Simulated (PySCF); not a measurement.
Unknowns

One computed conformer, non-relativistic, fast rotation and ring inversion assumed for equivalent nuclei, no solvent. Shieldings: GIAO PBE0/pcSseg-1; geometry: PBE0-D3(BJ)/def2-SVP; PySCF.

References, each an isolated molecule treated in the same way: TMS for ¹H (σref 31.27) and ¹³C (σref 184.41). Splittings of carbon signals by F and P are missing where no couplings were computed. Where no couplings were computed, multiplicities follow the n + 1 count of equivalent neighbours, and m marks all less simple cases (inequivalent or close neighbours, rings, F or P nearby). Shifts are as computed. Against solution values, carbons near 30 ppm lie about +2 ppm off and those near 130 ppm about +5 ppm. Of 1211 compounds with measured shifts, 218 miss one by over three times the rms of a fit or turn the order of signals round; such compounds aren't used in these exercises.

**Question.** C7H9FO. ¹H NMR (400 MHz, computed): δ 9.98 (m, 1H), 5.07 (m, 1H), 3.19 (m, 1H), 2.71 (m, 1H), 2.57 (m, 1H), 2.43 (m, 1H), 2.16 (m, 1H), 1.59 (m, 1H), 1.36 (m, 1H). ¹³C{¹H} NMR (computed): δ 201.2 (CH), 94.2 (CH), 54.6 (C), 38.7 (CH2), 35.1 (CH), 24.3 (CH2), 18.5 (CH2). Give a structure.

**Answer.** `O=C[C@@]12CC[C@@H]1C[C@H]2F`. Rings plus π bonds: 3 (2 rings in the answer). 7 carbon signals for 7 carbons: no two carbons are equivalent. Carbon types of the structure: 1 × C, 3 × CH, 3 × CH2, which accounts for all hydrogens. δC 201.2: aldehyde carbonyl carbon; low-lying n→π* states of the double bond to the heteroatom give a large paramagnetic term (-260 ppm). δC 94.2: sp3 CH bonded to F; pulled downfield by the heteroatom. δC 38.7, 24.3, 18.5: sp3 CH2 in a ring; saturated and bonded to C and H only. δH 9.98: hydrogen on an aldehyde carbonyl carbon; the formyl region, downfield of aromatic protons.

This is the structure that produced the data.

**Question.** C7H9FO. ¹H NMR (600 MHz, computed): δ 9.88 (m, 1H), 5.57 (m, 1H), 2.83 (m, 1H), 2.55 (m, 1H), 2.53 (m, 1H), 2.37 (m, 1H), 2.11 (m, 1H), 2.05 (m, 1H), 1.88 (m, 1H). ¹³C{¹H} NMR (computed): δ 203.4, 78.7, 54.4, 35.3, 33.4, 28.5, 16.6. Identify the compound.

**Answer.** `InChI=1S/C7H9FO/c8-6-3-5-1-2-7(5,6)4-9/h4-6H,1-3H2/t5-,6+,7+/m1/s1`. The formula gives 3 degrees of unsaturation (2 rings in the answer). 7 carbon signals for 7 carbons: no two carbons are equivalent. Carbon types of the structure: 1 × C, 3 × CH, 3 × CH2, which accounts for all hydrogens. δC 203.4: aldehyde carbonyl carbon; the double bond to the heteroatom, with no lone-pair donor beside it, deshields it most. δC 78.7: sp3 CH bonded to F; the inductive effect lowers its shielding. δH 9.88: hydrogen on an aldehyde carbonyl carbon; the C=O anisotropy and electron withdrawal place aldehyde protons far downfield. δH 5.57: hydrogen on an sp3 CH bonded to F; its carbon carries F, an electronegative neighbour.

The data come from this structure; uniqueness wasn't tested.

**Question.** C7H9FO. ¹H NMR (500 MHz, computed): δ 5.96 (m, 1H), 5.93 (br s, 1H), 5.73 (m, 1H), 5.64 (br s, 1H), 5.03 (m, 1H), 3.84 (m, 1H), 3.40 (s, 3H). ¹³C{¹H} NMR (computed): δ 155.4 (C), 153.9 (C), 119.3 (CH2), 119.2 (CH2), 91.1 (CH), 80.1 (CH), 58.3 (CH3). What is it?

**Answer.** `C=C1C(=C)[C@H](F)[C@@H]1OC`. The formula gives 3 degrees of unsaturation (1 ring in the answer). 7 carbon signals for 7 carbons: no two carbons are equivalent. Carbon types of the structure: 2 × C, 2 × CH, 2 × CH2, 1 × CH3, which accounts for all hydrogens. δC 155.4, 153.9: fully substituted alkene carbon; the olefinic region. δC 119.3, 119.2: terminal =CH2 carbon; an sp2 carbon of a C=C bond. δC 91.1: allylic sp3 CH bonded to F; deshielded by the electronegative neighbour. δC 80.1: allylic sp3 CH bonded to O; the inductive effect lowers its shielding.

The data come from this structure; uniqueness wasn't tested.
